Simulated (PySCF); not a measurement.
## Bond curve of SrMg

Set-up: PySCF, scalar-relativistic core potentials, basis sets Sr def2-SVP with ECP28, Mg def2-SVP. Energies in eV from Sr + Mg in their ground configurations at the same level. State: ¹Σ⁺ (singlet), closed shell.

All columns are PW91. A positive dipole means Sr(−)Mg(+).

| R (Å) | E (eV) | μ (D) | Mulliken charge on Sr (basis-dependent) | HOMO (eV) | LUMO (eV) | Mayer bond order | ⟨S²⟩ |
| --- | --- | --- | --- | --- | --- | --- | --- |
| 3.546 | -0.115 | -0.20 | 0.20 | -3.30 | -2.08 | 0.58 | 0.00 |
| 3.711 | -0.162 | -0.29 | 0.18 | -3.34 | -2.00 | 0.56 | 0.00 |
| 3.876 | -0.183 | -0.36 | 0.15 | -3.38 | -1.92 | 0.52 | 0.00 |
| 3.999 | -0.187 | -0.40 | 0.13 | -3.41 | -1.87 | 0.49 | 0.00 |
| 4.123 | -0.183 | -0.42 | 0.11 | -3.44 | -1.86 | 0.46 | 0.00 |
| 4.247 | -0.176 | -0.45 | 0.09 | -3.46 | -1.85 | 0.43 | 0.00 |
| 4.412 | -0.161 | -0.46 | 0.07 | -3.49 | -1.85 | 0.38 | 0.00 |
| 4.618 | -0.139 | -0.46 | 0.05 | -3.52 | -1.84 | 0.32 | 0.00 |
| 4.865 | -0.113 | -0.45 | 0.03 | -3.54 | -1.82 | 0.26 | 0.00 |
| 5.195 | -0.082 | -0.39 | 0.02 | -3.56 | -1.79 | 0.19 | 0.00 |

A fit through these points gives, at Re = 3.997 Å, μ = -0.39 D and dμ/dR = -0.276 D/Å; the reduced mass is 18.84 u.

Task: How strong is the fundamental in the double-harmonic approximation, I = 42.26·(dμ/dR)²/μred km/mol?

Result: I = 42.26·(-0.276)²/18.84 = 0.171 km/mol at PW91.

Closed-shell solutions of metal pairs were not tested for spin polarisation, which can lower them a little. The bond is weak. Basis-set superposition, not corrected here, can be much of De in a small basis, most of all at correlated wavefunction levels. Functionals without a dispersion term scatter widely for such bonds, and LDA overbinds them.
